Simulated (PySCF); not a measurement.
# Frontier levels across methods

Compound: C₃H₈BOP.
Z-matrix (Å and degrees, PBE0-D3(BJ)/def2-SVP geometry), rows numbered from 1:
```
C 
C   1  1.3533
B   2  1.5532  1  120.34
P   3  1.8775  2  121.05  1  -178.59
O   2  1.3552  1  124.65  3   177.96
C   5  1.3983  2  118.45  1     1.33
H   1  1.0901  2  118.54  3     2.91
H   1  1.0928  2  124.28  3  -176.99
H   3  1.2071  2  119.21  1    -6.15
H   4  1.4186  3  102.62  2   -41.42
H   4  1.4203  3  102.09  2  -144.59
H   6  1.0975  5  107.06  2   178.69
H   6  1.1053  5  111.61  2    59.42
H   6  1.1054  5  111.65  2   -62.05
```

Basis pcSseg-1 throughout (PySCF), one geometry. Isolated species at its PBE0-D3(BJ)/def2-SVP geometry (one conformer only).

How do the orbital energies, the gap and the dipole change with the method?

| method | kind | HOMO (eV) | LUMO (eV) | gap (eV) | μ (D) | SCF cycles |
| --- | --- | --- | --- | --- | --- | --- |
| BLYP | GGA | -5.64 | -2.47 | 3.17 | 2.03 | 17 |
| B97-D | GGA | -5.76 | -2.51 | 3.25 | 2.09 | 15 |
| OPBE | GGA | -5.77 | -2.58 | 3.19 | 2.13 | 16 |
| PBE | GGA | -5.80 | -2.66 | 3.14 | 2.08 | 16 |
| KT3 | GGA | -5.83 | -2.59 | 3.24 | 2.02 | 16 |
| KT2 | GGA | -5.86 | -2.65 | 3.21 | 2.05 | 16 |
| BP86 | GGA | -5.91 | -2.75 | 3.17 | 2.11 | 17 |
| LDA | LDA | -5.97 | -2.86 | 3.11 | 2.11 | 16 |
| B97-2 | global hybrid | -6.68 | -1.84 | 4.84 | 2.18 | 14 |
| B3LYP | global hybrid | -6.70 | -1.98 | 4.71 | 2.12 | 14 |
| PBE0 | global hybrid | -6.92 | -1.84 | 5.08 | 2.18 | 14 |
| mPW1PW91 | global hybrid | -6.95 | -1.85 | 5.10 | 2.19 | 14 |
| BHandHLYP | global hybrid | -7.87 | -0.82 | 7.05 | 2.24 | 13 |
| CAM-B3LYP | range-separated hybrid | -8.16 | -0.73 | 7.43 | 2.17 | 13 |
| wB97X-D | range-separated hybrid | -8.73 | -0.08 | 8.65 | 2.24 | 15 |
| HF | Hartree–Fock | -9.32 | 1.65 | 10.98 | 2.47 | 11 |
| LC-wPBE | range-separated hybrid | -9.49 | 0.27 | 9.77 | 2.26 | 14 |

The HOMO spans 3.86 eV, from BLYP down to LC-wPBE, and the gap runs from 3.11 eV (LDA) to 10.98 eV (HF). Over the methods BLYP (0 %), B97-D (0 %), OPBE (0 %), PBE (0 %), KT3 (0 %), KT2 (0 %), BP86 (0 %), LDA (0 %), B97-2 (21 %), B3LYP (20 %), PBE0 (25 %), mPW1PW91 (25 %), BHandHLYP (50 %), HF (100 %), a straight line through the gap against the share of exact exchange rises by 0.78 eV for each 10 % (correlation coefficient 1.000). The dipole ranges from 2.02 D (KT3) to 2.47 D (HF). This basis has no diffuse functions.
